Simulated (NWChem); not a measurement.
Species: BeSiH4O; SMILES [Be]([SiH3])[OH]

```xyz
7

Be     0.6558     0.0441    -0.4567
O      1.7793     0.0694    -1.2787
H      2.5408     0.0873    -1.8431
Si    -1.0911     0.0039     0.8220
H     -1.9282    -1.2222     0.6033
H     -1.9911     1.1823     0.5917
H     -0.7299     0.0205     2.2784
```
Atoms are numbered in this order, from 1.

Computed with NWChem. Structure relaxed at the PBE0/def2-SVP level. B3LYP is NWChem's, with the RPA form of VWN correlation. Core excitations by TDA in a window of 1s orbitals, non-relativistic and unshifted: absolute energies depend strongly on the exact-exchange share.

### Question
Predict the results for O K edge, B3LYP/def2-TZVP. Quantities: first 1s excitation (eV); dipole oscillator strength of the first.

### Answer
```
Quantity                                 Result
---------------------------------------  ------
first 1s excitation (eV)                  518.6
dipole oscillator strength of the first  0.0100
```
